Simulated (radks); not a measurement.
Results of a calculation; reference values are marked as such.
Task: The mean radii <r> (bohr) of the occupied orbitals of an atom or ion are listed with their occupations. Level of theory: scalar-relativistic Kohn-Sham, PBE, spin-polarised, spherical densities, finite nucleus; Fermi nuclear charge, rms radius of each element as measured or else 0.836 A^(1/3) + 0.57 fm (a radial shooting solver on a logarithmic mesh with Libxc functionals).

| orbital | occ. | <r> |
|---|---|---|
| 1s up | 1 | 0.01632 |
| 1s down | 1 | 0.01632 |
| 2s up | 1 | 0.06876 |
| 2s down | 1 | 0.06876 |
| 2p up | 3 | 0.06235 |
| 2p down | 3 | 0.06235 |
| 3s up | 1 | 0.1776 |
| 3s down | 1 | 0.1776 |
| 3p up | 3 | 0.1793 |
| 3p down | 3 | 0.1793 |
| 3d up | 5 | 0.1624 |
| 3d down | 5 | 0.1624 |
| 4s up | 1 | 0.3917 |
| 4s down | 1 | 0.3917 |
| 4p up | 3 | 0.4176 |
| 4p down | 3 | 0.4176 |
| 4d up | 5 | 0.4398 |
| 4d down | 5 | 0.4398 |
| 5s up | 1 | 0.8774 |
| 5s down | 1 | 0.8774 |
| 4f up | 7 | 0.4676 |
| 4f down | 7 | 0.4676 |
| 5p up | 3 | 1.008 |
| 5p down | 3 | 1.008 |
| 5d up | 5 | 1.384 |
| 5d down | 5 | 1.383 |
| 6s up | 1 | 2.402 |
| 6s down | 1 | 2.404 |
| 7s up | 1 | 7.430 |

Name the element and its charge. Open shells, if any, are filled with parallel spins first.

Result: Z = 81, thallium, charge 0: Tl in [Hg] 7s1. The 1s radius gives Z: for a bare nucleus <r> = (2 gamma + 1)/(2Z) with gamma = sqrt(1 - (Z/c)^2), 0.01613 bohr for Z = 81, and screening makes it slightly larger (0.01632 here). The occupations add up to 81, and the charge is Z minus that.
